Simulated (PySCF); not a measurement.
H₄HfO₄, triplet, at a GFN2-xTB geometry (such geometries of metal compounds can be far from the true shape) (the multiplicity is a formal guess) (core potentials on Hf); DF-B3LYP/def2-SVP run with PySCF.

PySCF was given this input:
```python
from pyscf import gto, scf, dft

mol = gto.M(
    atom='''
Hf   -0.00436919    0.00953251    0.00444507
O     1.76207235    0.66863240   -0.22038935
H     1.81315123    1.21488920   -1.01269358
O     0.24472185   -0.53589057    1.81917282
H     1.19828968   -0.41172282    1.91245785
O    -0.37330308    0.81642367   -1.68835850
H    -1.15387611    0.31482316   -1.95764276
O    -1.60681486   -1.00736662    0.06243549
H    -1.75639317   -1.33872154    0.95494980
''',
    basis='def2-svp',
    ecp={'Hf': 'def2-svp'},
    spin=2,
    verbose=4,
)

mf = dft.UKS(mol)
mf.xc = 'b3lyp'
mf = mf.density_fit(auxbasis='def2-universal-jkfit')
mf.kernel()
mf.analyze()
```

The log (banner, timings and long lists left out):

```
PySCF version 2.14.0

[INPUT] verbose = 4
[INPUT] num. atoms = 9
[INPUT] num. electrons = 48
[INPUT] charge = 0
[INPUT] spin (= nelec alpha-beta = 2S) = 2
[INPUT] symmetry False subgroup None
[INPUT] Mole.unit = angstrom
[INPUT] Symbol           X                Y                Z      unit          X                Y                Z       unit  Magmom
[...]
nuclear repulsion = 219.874491915428
number of shells = 48
number of NR pGTOs = 181
number of NR cGTOs = 108
basis = def2-svp
ecp = {'Hf': 'def2-svp'}

******** <class 'pyscf.df.df_jk.DFUKS'> ********
method = DFUKS
initial guess = minao
damping factor = 0
level_shift factor = 0
DIIS = <class 'pyscf.scf.diis.CDIIS'>
diis_start_cycle = 1
diis_space = 8
diis_damp = 0
SCF conv_tol = 1e-09
SCF conv_tol_grad = None
SCF max_cycles = 50
direct_scf = False
number electrons alpha = 25  beta = 23
XC library pyscf.dft.libxc version 7.1.2
    S. Lehtola, C. Steigemann, M. J. T. Oliveira, and M. A. L. Marques,  SoftwareX 7, 1–5 (2018)
XC functionals = b3lyp
    P. J. Stephens, F. J. Devlin, C. F. Chabalowski, and M. J. Frisch,  J. Phys. Chem. 98, 11623 (1994)
radial grids:
    Treutler-Ahlrichs [JCP 102, 346 (1995); DOI:10.1063/1.469408] (M4) radial grids

becke partition: Becke, JCP 88, 2547 (1988); DOI:10.1063/1.454033
pruning grids: <function nwchem_prune>
grids dens level: 3
symmetrized grids: False
atomic radii adjust function: <function treutler_atomic_radii_adjust>
small_rho_cutoff = 0
Set gradient conv threshold to 3.16228e-05
tot grids = 119352
******** <class 'pyscf.df.df.DF'> ********
auxbasis = def2-universal-jkfit
init E= -338.732424087231

cycle= 1 E= -350.698974771319  delta_E=  -12  |g|= 0.952  |ddm|= 5.46
cycle= 2 E= -349.908711229518  delta_E= 0.79  |g|= 1.63  |ddm|= 2.61

cycle= 3 E= -350.954916608616  delta_E= -1.05  |g|= 0.57  |ddm|= 1.91

cycle= 4 E= -351.049261076586  delta_E= -0.0943  |g|= 0.338  |ddm|= 1.03

cycle= 5 E= -351.092919674282  delta_E= -0.0437  |g|= 0.106  |ddm|= 0.52

cycle= 6 E= -351.098395079942  delta_E= -0.00548  |g|= 0.0352  |ddm|= 0.207

cycle= 7 E= -351.098716625568  delta_E= -0.000322  |g|= 0.0238  |ddm|= 0.0247

cycle= 8 E= -351.098868242871  delta_E= -0.000152  |g|= 0.0153  |ddm|= 0.00908

cycle= 9 E= -351.098953659197  delta_E= -8.54e-05  |g|= 0.00743  |ddm|= 0.0139

cycle= 10 E= -351.098969753922  delta_E= -1.61e-05  |g|= 0.00459  |ddm|= 0.00529

cycle= 11 E= -351.098978211226  delta_E= -8.46e-06  |g|= 0.00163  |ddm|= 0.00393

[...]
converged SCF energy = -351.098979470071  <S^2> = 2.0046972  2S+1 = 3.0031299
Total Energy =                        -351.098979470070674
[...]
spin_pop of  1 O 3pz       0.00122
spin_pop of  1 O 3dxy      0.00005
spin_pop of  1 O 3dyz      0.00004
spin_pop of  1 O 3dz^2     0.00002
spin_pop of  1 O 3dxz      0.00005
spin_pop of  1 O 3dx2-y2    0.00017
spin_pop of  2 H 1s       -0.00686
spin_pop of  2 H 2s        0.00342
spin_pop of  2 H 2px       0.00017
spin_pop of  2 H 2py       0.00015
spin_pop of  2 H 2pz      -0.00003
spin_pop of  3 O 1s        0.00000
spin_pop of  3 O 2s        0.01068
spin_pop of  3 O 3s        0.00409
spin_pop of  3 O 2px       0.00495
spin_pop of  3 O 2py       0.00177
spin_pop of  3 O 2pz       0.22707
spin_pop of  3 O 3px       0.00170
spin_pop of  3 O 3py      -0.00027
spin_pop of  3 O 3pz       0.00024
spin_pop of  3 O 3dxy      0.00001
spin_pop of  3 O 3dyz      0.00007
spin_pop of  3 O 3dz^2     0.00020
spin_pop of  3 O 3dxz      0.00011
spin_pop of  3 O 3dx2-y2    0.00006
spin_pop of  4 H 1s       -0.00306
spin_pop of  4 H 2s        0.00655
spin_pop of  4 H 2px       0.00014
spin_pop of  4 H 2py       0.00004
spin_pop of  4 H 2pz       0.00027
spin_pop of  5 O 1s        0.00000
spin_pop of  5 O 2s        0.01068
spin_pop of  5 O 3s        0.00402
spin_pop of  5 O 2px       0.00983
spin_pop of  5 O 2py       0.09934
spin_pop of  5 O 2pz       0.12462
spin_pop of  5 O 3px       0.00109
spin_pop of  5 O 3py      -0.00021
spin_pop of  5 O 3pz       0.00043
spin_pop of  5 O 3dxy      0.00005
spin_pop of  5 O 3dyz      0.00020
spin_pop of  5 O 3dz^2     0.00008
spin_pop of  5 O 3dxz      0.00005
spin_pop of  5 O 3dx2-y2    0.00005
spin_pop of  6 H 1s       -0.00306
spin_pop of  6 H 2s        0.00686
spin_pop of  6 H 2px      -0.00003
spin_pop of  6 H 2py       0.00012
spin_pop of  6 H 2pz       0.00039
spin_pop of  7 O 1s        0.00001
spin_pop of  7 O 2s        0.01224
spin_pop of  7 O 3s        0.00484
spin_pop of  7 O 2px       0.14356
spin_pop of  7 O 2py       0.05748
spin_pop of  7 O 2pz       0.03665
spin_pop of  7 O 3px       0.00006
spin_pop of  7 O 3py       0.00137
spin_pop of  7 O 3pz       0.00074
spin_pop of  7 O 3dxy      0.00012
spin_pop of  7 O 3dyz      0.00001
spin_pop of  7 O 3dz^2     0.00009
spin_pop of  7 O 3dxz      0.00007
spin_pop of  7 O 3dx2-y2    0.00003
spin_pop of  8 H 1s       -0.00686
spin_pop of  8 H 2s        0.00344
spin_pop of  8 H 2px       0.00022
spin_pop of  8 H 2py       0.00003
spin_pop of  8 H 2pz       0.00006
In total            25.00000 | 23.00000
Dipole moment(X, Y, Z, Debye):  0.08940, -0.19524, -0.09106
```
